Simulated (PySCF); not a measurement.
Job file and geometry (Å, from GFN2-xTB) of an NMR shielding run on `C[NH2+][BH2-]C(C)(C)C`, C$_{5}$H$_{16}$BN, PySCF, GIAO PBE0/pcSseg-1 NMR shielding, non-relativistic, gas phase; density fitting, a coarse starting grid and PySCF grid level 2 are the driver's defaults:

```
$ OMP_NUM_THREADS=1 python probes_run.py task.json out

{"job": {"kind": "nmr", "xc": "PBE0", "basis": "pcSseg-1"}, "charge": 0, "multiplicity": 1}
C      2.974747    -0.018552     0.586062
N      1.547729    -0.313741     0.614429
B      0.636961     0.574548    -0.416900
C     -0.919626     0.082333    -0.218207
C     -1.111113    -1.408958    -0.531382
C     -1.441810     0.333729     1.203873
C     -1.802390     0.878797    -1.185954
H      3.121648     1.034094     0.817459
H      3.353000    -0.197503    -0.417990
H      3.535001    -0.627301     1.299456
H      1.163055    -0.141165     1.538651
H      1.374257    -1.284093     0.368429
H      1.056873     0.333396    -1.506549
H      0.800430     1.711419    -0.096325
H     -2.169884    -1.671219    -0.532294
H     -0.705510    -1.647231    -1.512155
H     -0.623826    -2.046666     0.209263
H     -1.301657     1.375789     1.481988
H     -2.506748     0.106993     1.270186
H     -0.934333    -0.291004     1.942051
H     -1.492200     0.697350    -2.212045
H     -2.853252     0.602066    -1.087659
H     -1.706105     1.943905    -0.990487
```

**Question.** What does the program print?

**Answer.** 
```
coarse grid: 17504 points
cycle   1  E = -279.2547578178  dE =  4.573e-01  |g| = 5.534e-01  |ddm| = 3.837e+00
cycle   2  E = -279.2361942022  dE =  1.856e-02  |g| = 6.306e-01  |ddm| = 1.422e+00
cycle   3  E = -279.3475196007  dE = -1.113e-01  |g| = 7.310e-02  |ddm| = 7.928e-01
cycle   4  E = -279.3486767110  dE = -1.157e-03  |g| = 2.666e-02  |ddm| = 9.261e-02
cycle   5  E = -279.3488433976  dE = -1.667e-04  |g| = 4.322e-03  |ddm| = 2.408e-02
cycle   6  E = -279.3488477036  dE = -4.306e-06  |g| = 1.326e-03  |ddm| = 5.620e-03
final grid: 164192 points
cycle   7  E = -279.3881775363  dE = -8.528e-05  |g| = 1.108e-02  |ddm| = 4.882e-02
cycle   8  E = -279.3881658164  dE =  1.172e-05  |g| = 1.305e-02  |ddm| = 2.241e-02
cycle   9  E = -279.3882093795  dE = -4.356e-05  |g| = 9.218e-04  |ddm| = 1.248e-02
cycle  10  E = -279.3882095570  dE = -1.775e-07  |g| = 2.778e-04  |ddm| = 9.774e-04
cycle  11  E = -279.3882095740  dE = -1.702e-08  |g| = 4.446e-05  |ddm| = 2.224e-04
cycle  12  E = -279.3882095744  dE = -4.259e-10  |g| = 1.621e-05  |ddm| = 6.152e-05
converged SCF energy = -279.3882095744

GIAO shielding tensors (ppm)
atom      isotropic    diamagn.    paramagn.     s11        s22        s33       span
  0 C      153.433     241.131     -87.698    132.324    138.832    189.144     56.820
  1 N      220.352     323.094    -102.742    205.735    223.677    231.644     25.909
  2 B      111.105     192.260     -81.156     96.948    108.576    127.790     30.841
  3 C      165.900     245.778     -79.878    159.289    169.019    169.391     10.102
  4 C      155.216     250.481     -95.265    136.753    142.084    186.810     50.057
  5 C      155.114     250.262     -95.148    136.644    142.060    186.638     49.994
  6 C      154.990     247.332     -92.342    133.616    144.153    187.201     53.586
  7 H       28.977      27.558       1.419     24.570     27.376     34.985     10.415
  8 H       28.980      27.556       1.423     24.603     27.325     35.011     10.408
  9 H       29.107      25.807       3.300     23.880     26.650     36.790     12.910
 10 H       28.917      35.066      -6.149     20.492     29.124     37.135     16.643
 11 H       28.914      35.103      -6.189     20.477     29.132     37.134     16.657
 12 H       29.959      34.401      -4.442     26.417     31.533     31.927      5.510
 13 H       29.958      34.419      -4.462     26.446     31.547     31.881      5.435
 14 H       30.838      32.642      -1.804     27.439     28.436     36.640      9.200
 15 H       30.694      32.887      -2.193     26.957     28.011     37.116     10.159
 16 H       31.298      34.071      -2.773     27.028     30.415     36.450      9.421
 17 H       30.686      32.761      -2.075     27.005     27.910     37.143     10.139
 18 H       30.857      32.583      -1.725     27.467     28.446     36.660      9.193
 19 H       31.284      33.992      -2.708     26.943     30.464     36.446      9.503
 20 H       30.675      31.521      -0.846     26.529     28.346     37.151     10.622
 21 H       31.147      31.732      -0.584     27.685     28.497     37.260      9.576
 22 H       30.666      31.504      -0.838     26.484     28.369     37.144     10.661
```

Size and cost of the density-fitted run: 199 basis functions, 2.2 min wall time (120 s CPU) on 1 thread of an Intel Xeon, shared host; peak memory 0.89 GiB.
